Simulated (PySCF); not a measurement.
## Bi⁶⁶⁺: ionisation energy

Bi⁶⁶⁺ [Ne] 3s2 3p5 [3p1/2^2 3p3/2^3, M_J = 3/2] → Bi⁶⁷⁺ [Ne] 3s2 3p4 [3p1/2^2 3p3/2^2, M_J = 2], as a difference of total energies. All numbers are calculated (PySCF 2.14, the two-component X2C-1e Hamiltonian, in an uncontracted even-tempered set (17 s from 23 bohr⁻², ratio 2.4; 15 p from 29 bohr⁻², ratio 2.4; 4 d from 100 bohr⁻², ratio 2.6; 4 f from 160 bohr⁻², ratio 2.6)). Correlated levels: 1s2 frozen; the 50 highest virtual spinors dropped. "Screened" scales the spin-orbit matrix elements by Boettger's factors to mimic the two-electron term; Breit and QED terms are absent.

| method | ionisation energy (eV) |
| --- | --- |
| GHF (spin-free) | 7896.7 |
| GMP2 (spin-free) | 7898.0 |
| GHF (screened spin-orbit) | 7726.3 |
| GMP2 (screened spin-orbit) | 7727.6 |

Breit and QED terms and the two-electron picture change are absent.

The spin-free rows relax to the high-spin LS determinant and lack the spin-orbit shift.

The labels give the starting determinants; with spin-orbit coupling the two ends relaxed to ⟨J²⟩ = 3.75, ⟨L²⟩ = 2.08, ⟨S²⟩ = 0.83 and ⟨J²⟩ = 6.00, ⟨L²⟩ = 3.35, ⟨S²⟩ = 1.42.

For comparison: 7720 ± 40 eV (theoretical estimate listed by NIST; NIST Atomic Spectra Database, ionization energies).
